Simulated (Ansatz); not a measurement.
(1) Predict a relaxed structure of the cluster SnBi2 (the lowest singlet isomer of a short search), charge 0, singlet, at PBE0-D4/def2-SVP (Ansatz).

## Answers

(1) 
```xyz
3

Bi    0.908    0.228   -1.354
Bi   -1.627   -0.195   -0.160
Sn    0.718   -0.033    1.514
```
Point group C2v (tolerance 0.1 Å). This is one stationary point.

In the def2 sets Bi, Sn take a core potential; there is no spin–orbit coupling. The structure comes from a short search, and lower isomers may exist.
